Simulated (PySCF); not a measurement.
PySCF input for CH5Ge2N, SMILES [CH]1=[N][GeH2][GeH2]1, PBE0/pcSseg-1. Geometry: B3LYP-D3(BJ)/def2-SVP. The structure was generated by enumeration, and PubChem lists no compound with its InChIKey, so it may never have been made.

```python
import numpy as np
from pyscf import gto, scf, dft
from pyscf.prop.nmr import rks as nmr

mol = gto.M(
    atom='''
    C    -1.58037999   -0.48971450    0.00000000
    N    -1.54561027    0.78750647    0.00000000
    Ge    0.33390489    1.21106900   -0.00000000
    Ge    0.29017982   -1.25625574    0.00000000
    H    -2.54765893   -1.02965777    0.00000000
    H     0.72568699    2.01491579   -1.26015654
    H     0.72568699    2.01491579    1.26015655
    H     0.71356310   -2.06422810   -1.25254299
    H     0.71356310   -2.06422810    1.25254299
    ''',
    basis='pcSseg-1',
    charge=0,
    spin=0,
    max_memory=1600,
    verbose=3,
)
mf = dft.RKS(mol, xc='pbe0')
mf.grids.level = 3
mf.conv_tol = 1e-10
mf.max_cycle = 100
mf.kernel()
n = nmr.NMR(mf)
n.verbose = 2
n.max_cycle_cphf = 60
sigma = n.kernel()
print('atom   isotropic/ppm   span/ppm')
for i, s in enumerate(sigma):
    w = np.linalg.eigvalsh((s + s.T) / 2)
    print(f'{mol.atom_symbol(i):2s}{i + 1:3d} {w.mean():14.3f} {w[2] - w[0]:11.3f}')
```

Output:

```
converged SCF energy = -4248.73596174147
atom   isotropic/ppm   span/ppm
C   1        -23.900     202.431
N   2       -299.553     893.354
Ge  3       1370.384     423.815
Ge  4       1409.197     649.057
H   5         21.366       6.913
H   6         25.319      13.796
H   7         25.319      13.796
H   8         25.281      14.528
H   9         25.281      14.528
```

The calculation finished and met its thresholds.

Cost: very roughly 60 core-seconds.
